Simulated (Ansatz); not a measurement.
## Molecular dynamics of H₇C₂F

Input file:

```yaml
crystal:
  lattice:
    - [7.230427, 0.0, 0.0]
    - [0.0, 7.230427, 0.0]
    - [0.0, 0.0, 7.230427]
  atoms:
    - { symbol: C, position: [0.57508747, 0.98571744, 0.68023247] }
    - { symbol: C, position: [0.44485243, 0.93008488, 0.52311692] }
    - { symbol: H, position: [0.62784797, 0.86378232, 0.75516829] }
    - { symbol: H, position: [0.68973863, 1.074179, 0.63088495] }
    - { symbol: H, position: [0.50429687, 1.07024673, 0.78501387] }
    - { symbol: H, position: [0.38306102, 1.05252817, 0.4578898] }
    - { symbol: H, position: [0.51795903, 0.85223495, 0.41491841] }
    - { symbol: H, position: [0.33154359, 0.84231763, 0.57363634] }
    - { symbol: C, position: [0.05013203, 1.06886849, 0.06145801] }
    - { symbol: C, position: [0.17455984, 0.89787239, 0.05546217] }
    - { symbol: H, position: [0.08655723, 1.16560545, -0.05075633] }
    - { symbol: H, position: [-0.0961545, 1.03111817, 0.04484181] }
    - { symbol: H, position: [0.06441645, 1.13960035, 0.19567321] }
    - { symbol: H, position: [0.13854013, 0.80066534, 0.16619995] }
    - { symbol: H, position: [0.15894731, 0.82422579, -0.07645281] }
    - { symbol: H, position: [0.3211611, 0.93498008, 0.07129048] }
    - { symbol: C, position: [0.44280925, 0.43029994, 0.23901499] }
    - { symbol: C, position: [0.46228774, 0.44083718, 0.02876893] }
    - { symbol: H, position: [0.43659413, 0.5687948, 0.30048945] }
    - { symbol: H, position: [0.31547201, 0.35797786, 0.27969865] }
    - { symbol: H, position: [0.56034202, 0.35813434, 0.30252844] }
    - { symbol: H, position: [0.46248565, 0.30230563, -0.03341161] }
    - { symbol: H, position: [0.34789641, 0.5188794, -0.03371495] }
    - { symbol: H, position: [0.59247037, 0.50785968, -0.01137331] }
    - { symbol: F, position: [0.80336159, 0.4252873, 0.61957476] }
    - { symbol: H, position: [0.84774514, 0.54693823, 0.59984198] }
    - { symbol: F, position: [0.95383454, 0.49575206, 0.12535] }
    - { symbol: H, position: [0.98337161, 0.37431916, 0.08960995] }
    - { symbol: F, position: [0.92499029, 0.7772396, 0.58472017] }
    - { symbol: H, position: [0.83496184, 0.86618114, 0.62214352] }
basis:
  ecutwfc: 420.0
kpoints:
  mp_grid: { grid: [1, 1, 1] }
hamiltonian:
  xc: pbe
  dispersion: d3bj
scf:
  occupations: { method: fermi_dirac, width: 0.02 }
  lower_state_search: "off"
md:
  timestep: 0.5
  n_steps: 300
  ensemble: nvt_langevin
  temperature: 1500.0
  initial_velocities: maxwell_boltzmann
  seed: 614523
  friction: 0.02
  masses: [{ species: H, mass: 2.014 }]
```

Launched with:

```bash
$ ansatz run input.yaml --threads 1 --pin off --max-ram 3072MiB --backend cpu --events-out ev --progress --plain --runs-dir out
```

It starts from a partly relaxed structure (largest force component 0.21 eV/Å).

Output, in part (step lines):

```
md step     0: t =     0.00 fs  T =  1450.0 K  F+E_penalty+E_count = -4270.63477785 eV  E_kin = 5.622810 eV  (9 SCF iters)
md step     1: t =     0.50 fs  T =  1371.6 K  F+E_penalty+E_count = -4270.55550753 eV  E_kin = 5.318831 eV  (8 SCF iters)
md step     2: t =     1.00 fs  T =  1344.0 K  F+E_penalty+E_count = -4270.33946814 eV  E_kin = 5.211731 eV  (8 SCF iters)
md step     3: t =     1.50 fs  T =  1302.0 K  F+E_penalty+E_count = -4270.01868015 eV  E_kin = 5.049051 eV  (8 SCF iters)
md step     4: t =     2.00 fs  T =  1224.7 K  F+E_penalty+E_count = -4269.63089094 eV  E_kin = 4.749006 eV  (8 SCF iters)
md step     5: t =     2.50 fs  T =  1177.8 K  F+E_penalty+E_count = -4269.23092967 eV  E_kin = 4.567438 eV  (6 SCF iters)
md step     6: t =     3.00 fs  T =  1123.2 K  F+E_penalty+E_count = -4268.86383715 eV  E_kin = 4.355592 eV  (6 SCF iters)
md step     7: t =     3.50 fs  T =  1063.6 K  F+E_penalty+E_count = -4268.54729720 eV  E_kin = 4.124592 eV  (6 SCF iters)
[... lines left out ...]
md step   300: t =   150.00 fs  T =  1388.2 K  F+E_penalty+E_count = -4266.33523832 eV  E_kin = 5.383207 eV  (8 SCF iters)
```

The steps, from the saved trajectory:

```json
{"time (fs)": "0.0", "T (K)": "1450", "potential energy less start (eV)": "0.000"}
{"time (fs)": "5.0", "T (K)": "863", "potential energy less start (eV)": "2.576"}
{"time (fs)": "10.0", "T (K)": "896", "potential energy less start (eV)": "2.876"}
{"time (fs)": "15.0", "T (K)": "1152", "potential energy less start (eV)": "1.947"}
{"time (fs)": "20.0", "T (K)": "970", "potential energy less start (eV)": "2.792"}
{"time (fs)": "25.0", "T (K)": "926", "potential energy less start (eV)": "3.046"}
{"time (fs)": "30.0", "T (K)": "1128", "potential energy less start (eV)": "2.300"}
{"time (fs)": "35.0", "T (K)": "1132", "potential energy less start (eV)": "2.533"}
{"time (fs)": "40.0", "T (K)": "1117", "potential energy less start (eV)": "3.501"}
{"time (fs)": "45.0", "T (K)": "1314", "potential energy less start (eV)": "3.089"}
{"time (fs)": "50.0", "T (K)": "1387", "potential energy less start (eV)": "2.740"}
{"time (fs)": "55.0", "T (K)": "1215", "potential energy less start (eV)": "3.523"}
{"time (fs)": "60.0", "T (K)": "1281", "potential energy less start (eV)": "3.548"}
{"time (fs)": "65.0", "T (K)": "1235", "potential energy less start (eV)": "2.880"}
{"time (fs)": "70.0", "T (K)": "1203", "potential energy less start (eV)": "2.797"}
{"time (fs)": "75.0", "T (K)": "1043", "potential energy less start (eV)": "3.568"}
{"time (fs)": "80.0", "T (K)": "1286", "potential energy less start (eV)": "3.559"}
{"time (fs)": "85.0", "T (K)": "1543", "potential energy less start (eV)": "3.205"}
{"time (fs)": "90.0", "T (K)": "1367", "potential energy less start (eV)": "3.609"}
{"time (fs)": "95.0", "T (K)": "1356", "potential energy less start (eV)": "4.393"}
{"time (fs)": "100.0", "T (K)": "1505", "potential energy less start (eV)": "3.278"}
{"time (fs)": "105.0", "T (K)": "1542", "potential energy less start (eV)": "3.786"}
{"time (fs)": "110.0", "T (K)": "1653", "potential energy less start (eV)": "3.601"}
{"time (fs)": "115.0", "T (K)": "1496", "potential energy less start (eV)": "3.897"}
{"time (fs)": "120.0", "T (K)": "1629", "potential energy less start (eV)": "4.339"}
{"time (fs)": "125.0", "T (K)": "1483", "potential energy less start (eV)": "4.641"}
{"time (fs)": "130.0", "T (K)": "1509", "potential energy less start (eV)": "4.114"}
{"time (fs)": "135.0", "T (K)": "1348", "potential energy less start (eV)": "3.956"}
{"time (fs)": "140.0", "T (K)": "1370", "potential energy less start (eV)": "4.493"}
{"time (fs)": "145.0", "T (K)": "1382", "potential energy less start (eV)": "4.089"}
{"time (fs)": "150.0", "T (K)": "1388", "potential energy less start (eV)": "4.300"}
```

All steps were run. A run of 0.15 ps of so small a system gives no equilibrium averages. Limits of this set-up: coarse k mesh.

Mean squared displacements from the first frame to the last, about the centre of mass: C 0.91 Å², H 2.26 Å², F 1.87 Å².

Last frame:

```xyz
30
Lattice="7.2304 0.0000 0.0000 0.0000 7.2304 0.0000 0.0000 0.0000 7.2304" Properties=species:S:1:pos:R:3
C 3.807 6.875 4.661
C 3.319 5.419 4.660
H 3.955 7.168 5.690
H 4.882 6.768 4.196
H 2.976 7.601 4.174
H 2.398 5.072 5.226
H 3.031 5.064 3.634
H 4.179 4.539 5.052
C 1.605 7.412 0.471
C 2.058 5.888 0.033
H 0.826 8.091 0.012
H 1.171 7.363 1.431
H 2.560 8.059 0.604
H 1.772 5.137 0.775
H 1.388 5.640 -0.884
H 3.136 5.922 -0.065
C 2.456 2.871 2.240
C 3.193 3.166 0.891
H 2.113 3.731 2.714
H 1.689 2.194 2.246
H 3.355 2.631 2.991
H 3.713 2.210 0.946
H 2.483 2.968 0.045
H 3.775 4.062 0.570
F 6.516 2.382 5.417
H 6.934 3.150 4.977
F 6.620 2.780 1.235
H 6.965 1.982 1.775
F 5.695 4.812 2.561
H 5.554 3.888 2.647
```

The run took 9.7 min on 1 thread of Arm Neoverse V1, with other jobs on the host, peak memory 0.37 GiB.
